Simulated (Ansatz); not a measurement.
Li5N2, relaxed as a doublet with UKS B3LYP-D4/def2-TZVP in Ansatz, starting from the GFN2-xTB geometry. Force threshold 0.02 eV/Å.

The relaxation made no stability test and no search for a lower SCF solution. The structure comes from a short search, and lower isomers may exist.

Start:

Cartesian coordinates in Å:
```
Li -0.7274 0.3777 1.7797
Li -1.4067 -1.6308 0.8446
Li -1.3532 0.6493 -0.6024
Li 0.8785 0.5068 -2.0386
Li 0.8815 1.7354 -0.0918
N 0.4413 -1.1773 0.2972
N 1.2860 -0.4611 -0.1887
```

```csv
step,energy (eV),largest force component (eV/Å),SCF passes
1,-4003.3846,0.874,67
2,-4003.9453,0.598,42
3,-4004.2317,1.799,41
4,-4004.4394,0.779,34
5,-4004.6406,0.486,35
6,-4004.7584,0.819,44
7,-4004.8199,0.620,46
8,-4004.9417,0.879,47
9,-4005.1505,0.952,40
10,-4005.3504,0.672,38
11,-4005.4660,0.310,32
12,-4005.5175,0.312,32
13,-4005.5437,0.425,32
14,-4005.6145,0.166,31
15,-4005.6657,0.275,32
16,-4005.7434,0.279,41
17,-4005.8323,0.594,45
18,-4005.9106,1.634,51
19,-4006.0668,0.910,37
20,-4006.1561,0.198,33
21,-4006.1716,0.044,28
22,-4006.1728,0.033,25
23,-4006.1729,0.007,20
```

Force components are those of the run's own axes.

End:

Cartesian coordinates in Å:
```
Li 0.3447 0.0730 1.6575
Li -1.0007 -2.1744 0.3052
Li -1.4751 0.5973 -0.5871
Li 1.1302 -0.6703 -1.0708
Li 1.0027 2.1737 -0.3034
N -0.3031 -0.6558 0.0911
N 0.3014 0.6565 -0.0925
```

Bonds formed: Li1–N7, Li3–N6, Li3–N7, Li4–N6 (atoms count from 1). Metal–metal contacts that move far: Li1–Li4 4.14 to 2.93 Å, Li4–Li5 2.30 to 2.95 Å, Li1–Li2 2.32 to 2.95 Å.

No frequencies were taken in this run, so the end may be a saddle point.

It took 41 s on 4 threads of Arm Neoverse V2 on a shared host.
